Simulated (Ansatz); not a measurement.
Reaction (substitution at a C–N bond): `[AlH2][NH]C#C[SiH3]` + CH₃OH → `COC#C[SiH3]` + `[NH2][AlH2]`

Calculated with Ansatz (gas phase, PBE0-D4/def2-TZVP geometries, no zero-point term in ΔE). CCSD(T)/CBS adds triple-zeta CCSD(T) − MP2 to the extrapolated MP2 energy (def2 sets, frozen cores). This one scheme is used for every species. Functionals use def2-TZVPP. B3LYP here is the variant with VWN-RPA as its local correlation; programs differ in this.

```
              species  B3LYP energy (Eh)
`[AlH2][NH]C#C[SiH3]`         -666.57678
                CH₃OH         -115.77851
        `COC#C[SiH3]`         -482.67214
        `[NH2][AlH2]`         -299.67195
```

(1) Work out ΔE.

Largest T1 diagnostic among the species: 0.014.

Results:

(1) ΔE = (-482.67214) + (-299.67195) − (-666.57678) − (-115.77851) = 0.01120 Eh = +7.0 kcal/mol. CCSD(T)/CBS gives +7.7 kcal/mol.

From BLYP to BHLYP (50 % exact exchange), in def2-TZVPP and without D4, ΔE moves by +1.0 kcal/mol. Leaving LDA and LC-ωPBE aside and taking each functional with its dispersion term where it has one, the values, not all of them listed here, spread over 1.4 kcal/mol, from ωB97X-V to HSE06-D4.
